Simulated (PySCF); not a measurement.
How methods differ on the ionisation energy of I⁺

I⁺ [Kr] 4d10 5s2 5p4 (3P) → I²⁺ [Kr] 4d10 5s2 5p3 (4S), as a difference of total energies. Calculation: PySCF 2.14, in x2c-TZVPPall with one added diffuse shell each of s, p, d, f type (9s7p5d3f, 76 functions); scalar relativity by spin-free X2C-1e. Correlated levels: valence and next inner shell: [Ar] 3d10 frozen. The calculations carry no spin-orbit coupling.

| method | ionisation energy (eV) | error (eV) |
| --- | --- | --- |
| UHF | 17.687 | -1.063 |
| MP2 (valence and next inner shell) | 18.408 | -0.342 |
| SCS-MP2 (valence and next inner shell) | 18.417 | -0.333 |
| CCSD (valence and next inner shell) | 18.485 | -0.265 |
| CCSD(T) (valence and next inner shell) | 18.518 | -0.232 |

Reference: 18.750 eV (measured; NIST levels, between the centres of gravity of the two terms).

Errors of the correlated levels include the incompleteness of this basis and the frozen core.
